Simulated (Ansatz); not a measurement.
A series at Si: from `[SeH][Si]([SeH])([SeH])[SeH]`, ligands are replaced one by one, each step taking up H₂ and setting free H₂Se; n counts the steps. Ansatz, PBE0-D4/def2-TZVP geometries. Each molecule was computed in one conformer, which needn't be the lowest.

```
n                        molecule  HOMO energy, ωB97M-V/def2-TZVPP (eV)
0  `[SeH][Si]([SeH])([SeH])[SeH]`                                 -9.25
1        `[SeH][SiH]([SeH])[SeH]`                                     ?
2              `[SeH][SiH2][SeH]`                                 -9.15
3                   `[SiH3][SeH]`                                 -9.26
4                            SiH₄                                -12.14
```

Task: By hand: fit a straight line y = ȳ + b (n − n̄) to the 4 given rows and predict n = 1.

Result: n̄ = 2.250, ȳ = -9.950; Σ(n − n̄)(y − ȳ) = -5.090, Σ(n − n̄)² = 8.750, so b = -0.582 eV a step. Prediction: -9.950 + (-0.582) × (-1.250) = -9.22 eV.

Task: By hand: compare with the computed value, -9.22 eV, and give the steps along the whole series.

Result: The line misses by 0.00 eV (computed minus predicted). Steps: 0.03, 0.07, -0.11, -2.88 eV.

The steps change sign along the series, so a line is a poor guide. The highest orbital can change its character along such a series. The miss is 0.0 % of the series' range.

Spin–orbit coupling is left out; it splits and shifts lone-pair levels of the heavy atoms by tenths of an eV.
